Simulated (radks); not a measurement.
Tm I, 69 electrons, occupied as [Xe] 4f13 6s2. All-electron calculation, scalar-relativistic Kohn-Sham, PBE, spin-unpolarised, spherical densities, finite nucleus; Fermi nuclear charge, rms radius 5.2256 fm. Program: a radial shooting solver on a logarithmic mesh with Libxc functionals.

Radial electron density D(r) = 4 pi r^2 rho(r):

r (bohr)  D(r) (e/bohr)
0.004037          41.41
0.005515          57.85
0.007535          75.11
0.01029           88.65
0.01395           93.23
0.01906           88.17
0.02604           82.49
0.03557           91.68
0.0486            115.2
0.06639           123.7
0.0907            103.4
0.1239            96.69
0.1693            112.0
0.2294            87.38
0.3134            52.93
0.4282            61.34
0.585             52.18
0.7991            26.31
1.092             14.83
1.492             8.376
2.038             3.105
2.784             1.108
3.773            0.6615
5.154            0.3065
7.041           0.06903
9.619          0.006263
13.14         0.0001711

D(r) has 4 maxima, at r = 0.0137, 0.0618, 0.172, 0.468 bohr, and minima at 0.0262, 0.112, 0.329 bohr, inside which lie 1.92, 11.07, 29.58 electrons.
